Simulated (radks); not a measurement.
Task: All-electron atom: Ba in [Xe] 6s2. Calculated with a radial shooting solver on a logarithmic mesh with Libxc functionals: scalar-relativistic Kohn-Sham, PBEsol, spin-unpolarised, spherical densities, finite nucleus; Fermi nuclear charge, rms radius 4.8378 fm. Some entries of the table are withheld. Estimate them.

orbital,occ.,eigenvalue (eV),<r> (bohr),<1/r> (bohr^-1)
1s,2,-37238.99,(1),60.67
2s,2,-5886.446,0.1098,13.95
2p,6,-5279.601,0.09621,13.27
3s,2,(2),0.2921,5.040
3p,6,-1047.759,0.2901,4.782
3d,10,-764.8615,0.2667,(3)
4s,2,-243.5648,(4),2.084
4p,6,-180.7801,(5),1.919
4d,10,-89.6109,0.8007,(6)
5s,2,-33.7007,1.638,0.8054
5p,6,-18.7422,1.920,0.6792
6s,2,-3.2467,4.765,0.2625

Result: 
(1) 1s <r> (bohr): 0.02559
(2) 3s eigenvalue (eV): -1242.333
(3) 3d <1/r> (bohr^-1): 4.534
(4) 4s <r> (bohr): 0.6741
(5) 4p <r> (bohr): 0.7158
(6) 4d <1/r> (bohr^-1): 1.654
